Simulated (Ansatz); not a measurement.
[M(H2O)4] with several metals: PBE0-D4/def2-TZVP single points in Ansatz on relaxed structures, gas phase. HOMO and LUMO are taken over both spins. Singlets are spin-restricted. The spins of the ions were chosen, not always searched. Names give formal oxidation states. The structures are stationary points that may keep the symmetry of their start. Remarks come from the PBE and PBE0 runs and from stability tests at other levels; not every state was tested. HOMO above LUMO (over both spins in singlets and doublets, within one spin in higher multiplets; at PBE or PBE0), or a gap under 0.15 eV within one spin, warns that the state may not be the lowest or that an electron is smeared out.

(1) Estimate the order by LUMO (eV), lowest first.
A. [Cu(H2O)4]2+ (CuO4H8²⁺) (doublet; oxidised ion triplet, reduced ion singlet)
B. [Ni(H2O)4]2+ (NiO4H8²⁺) (triplet; oxidised ion quartet, reduced ion doublet)
C. [Cr(H2O)4]2+ (CrO4H8²⁺) (quintet; oxidised ion quartet, reduced ion sextet)

(1) A (-13.72), B (-12.84), C (-10.85).

In full:

```tsv
species	atoms	state	geometry	HOMO (eV)	LUMO (eV)	gap (eV)	vertical IE (eV)	vertical EA (eV)	lowest of the spins relaxed	point group (within 0.1 Å)	remarks
[Ni(H2O)4]2+ (NiO4H8²⁺)	13	triplet; oxidised ion quartet, reduced ion doublet	PBE-D4/def2-SVP	-18.99	-12.84	6.15	21.15	10.31	–	–	restricted SCF unstable (singlet)
[Cr(H2O)4]2+ (CrO4H8²⁺)	13	quintet; oxidised ion quartet, reduced ion sextet	B3LYP-D4/def2-SVP	-17.08	-10.85	6.23	19.85	8.43	quintet, of singlet/quintet	D4	gap within one spin near zero at PBE or PBE0 (+3 quartet), HOMO above LUMO (+3 quartet), spin-contaminated (⟨S²⟩ up to 3.90) (+3 quartet), gap within one spin near zero at PBE or PBE0 (+1 sextet), HOMO above LUMO (+1 sextet), restricted singlet, untested (singlet), spin-contaminated (⟨S²⟩ up to 3.00) (triplet)
[Cu(H2O)4]2+ (CuO4H8²⁺)	13	doublet; oxidised ion triplet, reduced ion singlet	r2SCAN-D4/def2-SVP	-19.70	-13.72	5.98	21.84	11.08	–	C4	gap within one spin near zero at PBE or PBE0 (+3 triplet), HOMO above LUMO (+3 triplet)
```

The gap (eV) runs from 5.98 ([Cu(H2O)4]2+) to 6.23 ([Cr(H2O)4]2+). The vertical IE (eV) runs from 19.85 ([Cr(H2O)4]2+) to 21.84 ([Cu(H2O)4]2+). The vertical EA (eV) runs from 8.43 ([Cr(H2O)4]2+) to 11.08 ([Cu(H2O)4]2+).
